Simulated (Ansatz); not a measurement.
H8N2O3Si2 can be A, `N[SiH](O)[Si](N)(O)O`, or B, `N[Si@H](O)O[Si@@H](N)O`.

Computed with Ansatz on PBE0-D4/def2-TZVP structures; ΔE is electronic, products minus reactants. CBS: MP2 limit from def2 TZ/QZ plus the TZ coupled-cluster correction, frozen cores. DFT in def2-TZVPP. B3LYP here is the variant with VWN-RPA as its local correlation; programs differ in this. Each species was taken in one conformer, which may not be the lowest.

A:

Z-matrix (Å, degrees):
```
Si
O 1 1.671
Si 1 2.341 2 99.5
N 1 1.706 2 117.5 3 118.3
H 1 1.492 2 107.4 3 -123.8
H 2 0.959 1 118.3 3 175.0
N 3 1.707 1 122.1 2 -136.1
O 3 1.649 1 102.2 2 103.3
O 3 1.646 1 106.4 2 -17.8
H 4 1.005 1 124.3 2 85.1
H 4 1.007 1 121.0 2 -78.6
H 7 1.006 3 121.4 1 -65.7
H 7 1.006 3 120.0 1 84.0
H 8 0.961 3 116.0 1 179.6
H 9 0.962 3 113.1 1 20.4
```

B:

```xyz
15

N    -1.6626    0.3665    2.1975
Si   -0.2131    0.0507    1.3602
O     0.1317   -1.5589    1.4055
O    -0.4757    0.5784   -0.1579
Si    0.1180    0.3709   -1.6683
N     1.3069   -0.8436   -1.5407
O     0.7717    1.7343   -2.2932
H    -1.7258    0.2793    3.1980
H    -2.2917    1.0677    1.8423
H     1.0079    0.6771    1.9110
H    -0.6361   -2.1348    1.3828
H    -1.0261    0.1044   -2.5637
H     1.8444   -1.1532   -2.3324
H     1.2386   -1.5473   -0.8214
H     1.6118    2.0084   -1.9197
```

Problem. Which isomer does CCSD(T)/CBS put lower? Give the gap. (Best estimate.)

Solution. The calculation gave: B, by 37.1 kcal/mol.

Problem. Give E(B) − E(A) in kcal/mol with HF/def2-TZVPP, B3LYP, MP2/def2-TZVPP, r2SCAN-D4, B3LYP-D4, PBE0-D4, B2PLYP. (Estimate.)

Solution. The calculation gave: HF/def2-TZVPP -44.0, B3LYP -36.2, MP2/def2-TZVPP -38.6, r2SCAN-D4 -36.0, B3LYP-D4 -35.9, PBE0-D4 -32.8, B2PLYP -37.5. None reverses the order clearly.

Largest T1 diagnostic: 0.012.

In def2-TZVPP, CCSD(T) changes the Hartree–Fock value by +6.5 kcal/mol (the triples alone add +1.0 kcal/mol) and MP2 by +5.4 kcal/mol. From PBE to PBE0 (25 % exact exchange), in def2-TZVPP and without D4, E(B) − E(A) moves by −3.1 kcal/mol.
